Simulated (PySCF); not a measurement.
SMILES C#CC[SiH2][SiH3] (C₃H₈Si₂) (GFN2-xTB optimised geometry):

```
13

C      1.874    -0.588     0.003
C      0.677    -0.622     0.000
C     -0.763    -0.622     0.000
Si    -1.459     1.168     0.000
Si    -0.654     2.349    -1.815
H      2.923    -0.585     0.004
H     -1.116    -1.160    -0.883
H     -1.117    -1.168     0.877
H     -2.923     1.006     0.019
H     -1.103     1.755     1.300
H     -1.394     3.601    -2.002
H     -0.783     1.602    -3.070
H      0.759     2.706    -1.680
```

Computed with B3LYP/def2-TZVP (PySCF).

### Question
What are the frontier orbital energies and the dipole moment?

### Answer
HOMO-2 -8.43 eV, HOMO-1 -7.58 eV, HOMO -7.23 eV, LUMO -0.36 eV, LUMO+1 -0.07 eV; dipole moment 0.62 D.

Meta-Löwdin charges at B3LYP/def2-TZVP: C1 -0.25, C2 -0.03, C3 -0.42, Si4 0.43, Si5 0.25, H6 0.17, H7 0.14, H8 0.15, H9 -0.10, H10 -0.09, H11 -0.09, H12 -0.08, H13 -0.08.
